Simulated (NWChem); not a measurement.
## Basis-set convergence for HClSn

```xyz
3

Sn    -0.4221     0.4225     0.0000
H      0.8175     1.7112     0.0000
Cl     1.1933    -1.3434     0.0000
```
Charge 0, spin multiplicity 1.

Program: NWChem. The geometry was optimised at PBE0/def2-SVP with def2 effective core potentials on Sn, a minimum by its harmonic frequencies.

Quantity: dipole moment at the level PBE.

Effective core potentials replace the inner electrons of Sn; spin-orbit coupling is left out. The structure started from a generated list of species.

Costs are rough ratios of processor time within this set of runs, SCF included, with def2-SVP as 1.

```json
[
 {"basis": "def2-SVP", "functions": "49", "dipole moment (D)": "…", "relative cost": "1"},
 {"basis": "def2-SVPD", "functions": "67", "dipole moment (D)": "…", "relative cost": "under 3"},
 {"basis": "def2-TZVP", "functions": "93", "dipole moment (D)": "2.66", "relative cost": "under 3"},
 {"basis": "def2-TZVPP", "functions": "106", "dipole moment (D)": "2.65", "relative cost": "under 3"},
 {"basis": "def2-TZVPD", "functions": "111", "dipole moment (D)": "…", "relative cost": "under 3"},
 {"basis": "def2-QZVP", "functions": "182", "dipole moment (D)": "2.67", "relative cost": "10"}
]
```

Question: Some entries are withheld; supply them.

Answer: 
- def2-SVP, dipole moment (D): 2.38
- def2-SVPD, dipole moment (D): 2.75
- def2-TZVPD, dipole moment (D): 2.70
